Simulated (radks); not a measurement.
The numbers below are computed, except where a source is named.
Effect of the nuclear size on the europium ion Eu+, [Xe] 4f7 6s1. Code: a radial shooting solver on a logarithmic mesh with Libxc functionals. Model: Dirac Kohn-Sham, PBE, spin-unpolarised, spherical densities, finite nucleus; open shells fill j = l - 1/2 first; Fermi nuclear charge, rms radius 5.1115 fm. The rms radius is varied about that value; shifts are against it.

\begin{tabular}{lrrrrrrrrr}
rms radius (fm) & total energy shift (eV) & density at nucleus (e/bohr^3) & 1s1/2 shift (meV) & 2s1/2 shift (meV) & 5s1/2 shift (meV) & 5p1/2 shift (meV) & 6s1/2 shift (meV) & 4f7/2 shift (meV) & 6p1/2 (empty) shift (meV) \\ \hline
4.4214 & -4.74 & 6.002e+05 & -1960 & -250 & -1.91 & 0.157 & -0.169 & 0.305 & 0.052 \\
4.631 & -3.36 & 5.934e+05 & -1390 & -177 & -1.35 & 0.111 & -0.120 & 0.216 & 0.037 \\
5.1115 & 0 & 5.792e+05 & 0.000 & 0.000 & 0.000 & 0.000 & 0.000 & 0.000 & 0.000 \\
5.3875 & 2.04 & 5.717e+05 & 842 & 108 & 0.822 & -0.068 & 0.073 & -0.131 & -0.022 \\
5.7913 & 5.17 & 5.616e+05 & 2130 & 273 & 2.08 & -0.171 & 0.185 & -0.333 & -0.056 \\
\end{tabular}

Slopes of the eigenvalues against <r^2> in GHz/fm^2, as finite differences over the two radii next to the reference (eigenvalue slopes, not the field-shift constants of lines): 1s1/2 71100, 2s1/2 9080, 5s1/2 69.4, 5p1/2 -5.70, 6s1/2 6.15, 4f7/2 -11.1, 6p1/2 (empty) -1.88.
